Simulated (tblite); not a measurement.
Compound: C5H13N2 (doublet state).
Z-matrix (Å and degrees, GFN2-xTB geometry), rows numbered from 1:
```
C 
C   1  1.5272
C   2  1.5393  1  109.87
N   3  1.4452  2  111.67  1    77.19
C   2  1.5372  1  109.04  3   125.42
C   5  1.5464  2  114.14  1  -161.56
N   6  1.4204  5  113.58  2    85.15
H   1  1.0870  2  109.57  3   -56.37
H   1  1.0878  2  110.79  3  -176.60
H   1  1.0876  2  110.52  3    63.15
H   2  1.0963  1  108.86  3  -116.67
H   3  1.0959  2  108.37  1   -41.98
H   3  1.1023  2  109.52  1  -158.29
H   4  1.0164  3  109.67  2  -178.93
H   4  1.0696  3  106.94  2    66.46
H   5  1.0927  2  109.08  1   -40.65
H   5  1.0914  2  108.26  1    76.37
H   6  1.1012  5  107.77  2  -154.03
H   6  1.0946  5  110.18  2   -36.69
H   7  1.0206  6  109.45  5    63.27
```

Calculated harmonic vibrations of the isolated species, GFN2-xTB (tblite), most abundant isotopes, no scaling. This tight-binding method is rough: wavenumbers can miss measured ones by several per cent, in bad cases by 10 to 20. One conformer, not necessarily the lowest. Open shells enter through the occupations alone, without spin polarisation, and single modes of such species can be off by tens of per cent.

Harmonic wavenumbers (cm⁻¹): 76.8, 169.1, 227.7, 249.0, 268.3, 292.8, 364.1, 385.1, 472.3, 501.0, 563.9, 712.6, 797.0, 892.4, 903.6, 935.8, 969.8, 1013.3, 1030.2, 1047.5, 1073.5, 1090.9, 1113.9, 1145.4, 1163.8, 1210.4, 1220.2, 1255.8, 1273.5, 1300.3, 1331.8, 1337.5, 1348.3, 1363.9, 1408.2, 1460.7, 1476.6, 1478.9, 1498.3, 1504.0, 1512.5, 2333.3, 2831.6, 2839.3, 2920.8, 2932.7, 2948.9, 2970.4, 2980.8, 3030.2, 3034.5, 3046.8, 3306.9, 3377.1.

A = 3596, B = 2125, C = 1589 MHz; mass 101.108 u (most abundant isotopes); point group C1, symmetry number 1; spin multiplicity 2.

Problem. What is the zero-point energy?

Solution. ½Σν̃ = 38997 cm⁻¹ = 466.51 kJ/mol.

Problem. What is S at 350 K and 1 bar for an ideal gas of classical rigid rotors and harmonic oscillators?

Solution. Translation 169.76, rotation 117.78, vibration 98.36, spin (R ln 2) 5.76: S = 391.7 J/(mol K).

Problem. And Cp and H(350 K) − H(0)?

Solution. Cp = 161.46 J/(mol K), of which vibrations give 128.20 (their classical limit is 54 R = 449.0); H(350 K) − H(0) = 31.75 kJ/mol without the zero-point energy, 20.11 from vibrations.

Problem. Blend soft modes into free rotors: weight 1/[1 + (100 cm⁻¹/ν̃)⁴] for the oscillator and the rest for a rotor with moment μB/(μ + B), μ = h/(8π²ν), B = 10⁻⁴⁴ kg m². What vibrational entropy results?

Solution. 95.17 J/(mol K) in place of 98.36, which changes −T·S at 350 K by +1.12 kJ/mol.

Problem. What must be added to the electronic energy to get the Gibbs energy at 350 K and 1 bar?

Solution. ZPE + [H(350 K) − H(0)] − T·S = 466.51 + 31.75 − 137.08 = 361.18 kJ/mol.

Problem. Which modes carry the vibrational entropy at 350 K?

Solution. 76.8 cm⁻¹: 17.93; 169.1 cm⁻¹: 11.50; 227.7 cm⁻¹: 9.16; 249.0 cm⁻¹: 8.47; 268.3 cm⁻¹: 7.91; 292.8 cm⁻¹: 7.26 J/(mol K); the other 48 give 36.12 together.

Problem. How do the functions run with temperature in this model?

Solution. 
```csv
T (K),S (J/(mol K)),Cp (J/(mol K)),H − H(0) (kJ/mol),G − H(0) (kJ/mol),ln q(vib)
100,266.9,60.9,4.34,-22.34,0.61
200,321.0,98.8,12.36,-51.83,2.13
300,368.5,139.5,24.22,-86.33,3.95
500,459.9,222.7,60.70,-169.23,8.00
800,584.9,308.8,141.53,-326.40,14.49
1000,658.1,346.9,207.29,-450.83,18.75
```

q(vib) and H(0) count from the zero-point level.

Hindered rotation and anharmonicity are outside this model. Other conformers, if any are populated, would add a mixing term that is left out. The structure is chiral; the term R ln 2 for an equal mix with its mirror image is left out.

On one thread of an Arm Neoverse N1, shared host with 64 logical CPUs at a one-minute load of 31, this took 0.95 s. The figure is for the frequency step alone.
